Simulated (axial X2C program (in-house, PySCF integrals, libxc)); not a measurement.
# ZrCl⁻: from the spin-free to the two-component result

Computed with an axial X2C code built on PySCF integrals. Spin-free means the one-electron spin-free X2C Hamiltonian; two-component (2c) means X2C with spin–orbit coupling and atomic mean-field two-electron Coulomb terms, the Gaunt term switched off, so the difference of the two also holds small scalar two-electron terms. Basis: Zr dyall-av3z [12s13p10d4f2g], Cl dyall-av3z [9s8p3d2f] (cores contracted in-house); Gaussian nuclei, density fitting, unrestricted open shells. Masses: Zr 89.905 u, Cl 34.969 u.

Spin-free state: M_S = 1, Λ = 0 (beyond evenly filled blocks: δ+α, δ-α); fragments Zr + Cl-.

```tsv
level	Re (Å)	ωe (cm⁻¹)	μ (D)
PBE50	2.421	318.5	3.47
```

Dipoles are positive if Cl is the positive end and refer to the centre of mass.

Two-component determinant lowest at the distance of the search:

Ω = 1 (⟨Sz⟩ = 1.00, ⟨Lz⟩ = 0.00 at PBE50); fragments Zr + Cl-.

| level | Re (Å) | ωe (cm⁻¹) | μ (D) |
| --- | --- | --- | --- |
| PBE50 | 2.421 | 318.4 | 3.45 |

(1) From the two tables, how do the constants change at the PBE50 level (2c against spin-free)?

De is not given where an atomic determinant may have missed its ground term or J level, or where the truncated virtual space spoils (T). Density functionals use the spin component along the axis (collinear). The functionals have no current-density term, which raises determinants with orbital currents, atoms included. The state is one determinant with fixed occupations, lowest in a PBE0 search at one distance only: followed along the bond, the 2c determinant Ω = 2 reaches 0.06 eV lower at PBE0, at Re = 2.435 Å, so the state shown is not the lowest. With several unpaired electrons one determinant need not be a pure state. Open-shell Ω = 0 determinants with evenly filled partner blocks cannot be reached by this program, so the Ω shown need not be the lowest component. The determinant is spin-polarised beyond a pure state at some levels (its spin-free form has ⟨S²⟩ too high), which makes Re and μ there less reliable.

## Answers

(1) At the PBE50 level Re is unchanged within 0.001 Å and ωe is unchanged to within 0.2 cm⁻¹.
